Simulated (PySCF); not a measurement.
BeH2OSe, SMILES [OH][Be][SeH].

Geometry optimised at TPSSh-D3(BJ)/def2-TZVP. A frequency run showed that this geometry is not a minimum. The values are those of a single conformer.

These are TDA-LC-ωPBE/def2-SVPD (PySCF) values and carry that method's errors.

Vertical excitations.  State labels are in the subgroup Cs.

```tsv
state	symmetry	energy (eV)	λ (nm)	f	main pairs
S1	A"	5.60	221	0.013	HOMO→LUMO+1 32 %, HOMO→LUMO+4 30 %, HOMO→LUMO+2 11 %, HOMO→LUMO 11 %
S2	A"	6.12	203	0.071	HOMO→LUMO 37 %, HOMO→LUMO+2 16 %, HOMO→LUMO+1 14 %, HOMO→LUMO+5 10 %
S3	A"	6.83	182	0.005	HOMO→LUMO+8 47 %, HOMO→LUMO+2 26 %, HOMO→LUMO+4 9 %
S4	A'	7.20	172	0.089	HOMO→LUMO+3 35 %, HOMO→LUMO+6 26 %, HOMO→LUMO+9 18 %, HOMO−1→LUMO+4 7 %
S5	A'	7.54	164	0.020	HOMO−1→LUMO+1 41 %, HOMO−1→LUMO 24 %, HOMO−1→LUMO+4 13 %
S6	A"	7.62	163	0.021	HOMO→LUMO+1 38 %, HOMO→LUMO 25 %, HOMO→LUMO+5 13 %, HOMO→LUMO+4 12 %
S7	A"	7.86	158	0.008	HOMO→LUMO+5 44 %, HOMO→LUMO+2 23 %, HOMO→LUMO+7 11 %, HOMO→LUMO+4 10 %
S8	A'	8.18	152	0.010	HOMO→LUMO+6 54 %, HOMO→LUMO+3 39 %
S9	A'	8.35	149	0.284	HOMO−1→LUMO+2 25 %, HOMO−1→LUMO 16 %, HOMO−1→LUMO+5 12 %, HOMO−1→LUMO+4 8 %
S10	A"	8.47	146	0.072	HOMO−3→LUMO 19 %, HOMO→LUMO+7 18 %, HOMO→LUMO+4 14 %, HOMO→LUMO+5 8 %
T1	A"	5.09	244	0	HOMO→LUMO+1 31 %, HOMO→LUMO+4 29 %, HOMO→LUMO 10 %, HOMO→LUMO+7 9 %
T2	A"	5.78	214	0	HOMO→LUMO 36 %, HOMO→LUMO+1 15 %, HOMO→LUMO+4 11 %, HOMO→LUMO+2 10 %
T3	A'	6.34	196	0	HOMO→LUMO+9 33 %, HOMO→LUMO+3 33 %, HOMO→LUMO+6 25 %
T4	A"	6.57	189	0	HOMO→LUMO+8 48 %, HOMO→LUMO+2 32 %, HOMO→LUMO+5 9 %
```
Triplets are in the Tamm–Dancoff approximation.
